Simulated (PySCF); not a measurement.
**Shapes and spin states of IrF₂**

These are results of PySCF, PBE0, basis Ir def2-TZVP with ECP60, F def2-TZVP (scalar-relativistic core potentials, no spin–orbit coupling, density fitting), not measurements.

Relaxations began from a few typed shapes and spin states; open shells are unrestricted. The search is not exhaustive: other isomers or separated fragments can lie lower, and high-lying points may rest on an excited occupation.

Question: Order these stationary points by electronic energy, lowest first, in kJ/mol from the lowest minimum.
A. broken-symmetry Ms = 1/2 (⟨S²⟩ 1.76) D∞h: Ir–F 1.837 Å (×2); F–Ir–F 180.0°
B. quartet D∞h: Ir–F 1.845 Å (×2); F–Ir–F 180.0°

Answer: B (0.0), A (34.4).

Question: Which of them are minima?

Answer: By energy in kJ/mol, 0.0: minimum; 34.4: minimum.

Formally Ir is in oxidation state +2, d7, with 3 unpaired electrons (the high-spin count). The Mulliken spin on Ir is 2.65. The polar-tensor charge on Ir, 1.12, is far below the formal one.

For the lowest minimum: open d and f shells are described by one determinant, and the ground state may have another occupation or spin. With an element this heavy the missing spin–orbit coupling can shift these numbers.
